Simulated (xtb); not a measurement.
C₈H₆N₂O₃S, SMILES s1c(c2OCCOc2c1)-c1ocnn1. All values are semi-empirical tight-binding results from xtb (GFN2-xTB unless named), good for trends rather than for accurate numbers. The structure is a stationary point at GFN2-xTB. The structure was generated by enumeration, and PubChem lists no compound with its InChIKey, so it may never have been made. Other conformers were not sampled.

Optimised geometry:

```xyz
20

C      3.4051    -1.2364    -0.0165
N      3.8797    -0.0573    -0.2216
N      2.8322     0.7804    -0.2895
C      1.7590     0.0604    -0.1204
C      0.4116     0.5218    -0.1090
S      0.0425     2.1963    -0.3515
C     -1.6411     1.8933    -0.1984
C     -1.9093     0.5755     0.0278
C     -0.7322    -0.2199     0.0895
O     -0.7523    -1.5548     0.3297
C     -2.0103    -1.9927     0.8129
C     -3.1512    -1.3621     0.0137
O     -3.1578     0.0453     0.1700
O      2.0629    -1.2476     0.0608
H      3.9549    -2.1477     0.0907
H     -2.3499     2.6912    -0.2783
H     -2.0130    -3.0784     0.7119
H     -2.1136    -1.7191     1.8715
H     -3.0354    -1.6178    -1.0484
H     -4.1192    -1.7130     0.3725
```

Computed properties:
- orbital gap = 2.90 eV
- zero-point energy = 84.4 kcal/mol
- G − E(el) at 298.15 K (modified RRHO) = 60.7 kcal/mol
- static polarisability (D4 model) = 128.5 bohr³
- solvation energy, GFN2-xTB/ALPB(water) = -6.9 kcal/mol
- solvation energy, GFN2-xTB/ALPB(octanol) = -9.0 kcal/mol

### Question
Give the atomic charges and the Wiberg bond orders between heavy atoms. (An estimate is asked for; the answer gives what the named calculation found.)

### Answer
charges (e) C1 0.18, N2 -0.16, N3 -0.20, C4 0.22, C5 -0.04, S6 0.05, C7 -0.06, C8 0.11, C9 0.11, O10 -0.25, C11 0.07, C12 0.07, O13 -0.27, O14 -0.20, H15 0.06, H16 0.08, H17 0.07, H18 0.05, H19 0.05, H20 0.07. Bond orders C1–N2 1.66, N2–N3 1.23, N3–C4 1.54, C4–C5 1.13, C5–S6 1.13, S6–C7 1.20, C7–C8 1.52, C5–C9 1.43, C8–C9 1.20, C9–O10 1.07, O10–C11 0.97, C11–C12 0.99, C8–O13 1.04, C12–O13 0.97, C1–O14 1.13, C4–O14 1.09.
